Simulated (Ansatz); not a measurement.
Basis-set extrapolation for C6H18BP (`C[B-](C)(C)[P+](C)(C)C`) (PBE0-D4/def2-TZVP geometry, frozen core, the Gaussian-basis code of Ansatz). Multiplicity 1, RHF reference.

```csv
,def2-TZVPP,def2-QZVPP
HF,-603.247636,-603.270374
MP2 correlation,-1.371580,-1.457567
CCSD(T) correlation,-1.526903,not run
```

Energies in hartree. Use E(X) = E(∞) + A·exp(−7.88·√X) for Hartree–Fock and E(X) = E(∞) + B·X^(−2.97) for correlation, with X = 3 and 4, and add CCSD(T) minus MP2 of the smaller set to the MP2 limit.

Q: What is the CCSD(T) energy at the basis-set limit?

A: HF limit: -603.270374 + (-0.022738) × 0.13774 = -603.27351. MP2 limit: -1.457567 + (-0.085987) × 0.74074 = -1.52126. Higher-order term: -1.526903 − (-1.371580) = -0.15532. Total: -604.95009 hartree, 460.9 kJ/mol below CCSD(T)/def2-TZVPP.
